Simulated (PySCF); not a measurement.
A small calculation by hand: oscillator strength and radiative lifetime

ClH3OSiZn, SMILES [Cl][Zn][O][SiH3].

Geometry optimised at B3LYP-D3(BJ)/def2-SVP. The structure was generated by enumeration; whether it is a known compound was not checked. Other conformers were not sampled.

TDA-PBE0/def2-SVPD in PySCF 2.14.0 puts the first singlet state with f over 0.02 at 6.23 eV (vertical), with the transition dipole (0.000, 0.000, -0.435) in atomic units.

Problem. Find the oscillator strength, the wavelength and the radiative lifetime that this transition would have in vacuum if emission retraced absorption.

Solution. 
|μ|² = 0.1892 au, so |μ| = 1.11 D. ΔE = 6.23/27.211 = 0.2289 hartree. f = (2/3) ΔE |μ|² = 0.029 (the program prints 0.029).
λ = 1239.84/6.23 = 199 nm; ν = 50248 cm⁻¹.
Einstein's coefficient A = 0.6670 ν² f s⁻¹ (ν in cm⁻¹) = 4.9e7 s⁻¹, so τ = 1/A = 21 ns. This state is S3; the lower singlets have f = 0.002, 0.019. The figure is the radiative limit of this one transition; relaxation, internal conversion, crossing to triplets and a medium change what is measured.
